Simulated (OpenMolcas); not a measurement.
A calculation on N3+.

```yaml
Program: OpenMolcas 26.06
Method: "SS-CASPT2, IPEA 0.25 Eh, imaginary shift 0.1 Eh (closed shells correlated: 1s)"
Basis: ANO-RCC-VTZP [4s3p2d1f]
Scalar_Hamiltonian: DKH2, point nucleus
Active_space: 2 electrons in 8 orbitals (2s 2p 3s 3p)
State_averaging: 2S+1 = 3 even, 3 roots; 2S+1 = 1 even, 7 roots; 2S+1 = 3 odd, 3 roots; 2S+1 = 1 odd, 3 roots
Spin-orbit_coupling: state interaction with AMFI integrals over the reference wave functions, term energies averaged over their components
```

Problem. Which level of the active space comes out lowest?

Solution. 2s² ¹S₀, with 100 % of that term; it is also the measured ground level.

Problem. How high does 2p² ³P₀ lie?

Solution. 175847 cm⁻¹ above the lowest level; measured 175535 cm⁻¹ above the ground level, so the calculation is off by 0 %.

Problem. How high does 2s 2p ¹P°₁ lie?

Solution. 132788 cm⁻¹ above the lowest level; measured 130694 cm⁻¹ above the ground level, so the calculation is off by +2 %.

Problem. How high does 2p² ³P₁ lie?

Solution. 175917 cm⁻¹ above the lowest level; measured 175608 cm⁻¹ above the ground level, so the calculation is off by 0 %.

Measured values: Moore, Selected Tables of Atomic Spectra, NSRDS-NBS 3, section 4.

Active for correlation alone: 3p 3s; no level in the range computed is led by a configuration that fills them, so any true level of that kind is missing. Measured partners are found by configuration, term and J. A level has none where our copy of the source lacks it or the pairing is in doubt (some pairs that miss far off the trend of their configuration count as doubtful), and it then counts in no deviation. Only configurations of the active space appear.

° marks odd parity.
